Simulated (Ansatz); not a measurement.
(1) Predict a relaxed structure of `FC(F)(F)c1ccc(-c2ccc(-c3ccc(-c4ccc(C(F)(F)F)s4)s3)s2)s1`, charge 0, singlet, at PBE-D4/def2-SVP (Ansatz).

## Answers

(1) 
Cartesian coordinates in Å:
```
F -6.303 6.830 0.214
C -5.241 6.355 -0.476
F -5.610 6.243 -1.776
F -4.264 7.295 -0.431
C -4.788 5.048 0.095
C -5.354 4.353 1.151
C -4.668 3.147 1.444
C -3.577 2.918 0.604
C -2.668 1.794 0.610
C -2.846 0.549 1.215
C -1.750 -0.325 1.033
C -0.712 0.230 0.281
C 0.545 -0.359 -0.107
C 1.581 0.188 -0.868
C 2.673 -0.691 -1.045
C 2.497 -1.930 -0.426
C 3.385 -3.068 -0.389
C 3.197 -4.311 0.218
C 4.297 -5.190 0.047
C 5.323 -4.623 -0.688
C 6.627 -5.255 -1.064
F 6.788 -5.331 -2.409
F 6.705 -6.511 -0.568
F 7.687 -4.555 -0.588
S 4.947 -2.998 -1.179
S 0.948 -1.990 0.388
S -1.110 1.872 -0.184
S -3.413 4.212 -0.563
H -6.231 4.722 1.697
H -4.940 2.468 2.263
H -3.763 0.279 1.755
H -1.710 -1.349 1.429
H 1.540 1.205 -1.282
H 3.578 -0.437 -1.615
H 2.283 -4.570 0.770
H 4.349 -6.212 0.445
```
 This is one stationary point.

Single mean-field runs in def2-SVP are fitted with def2-universal-jkfit.
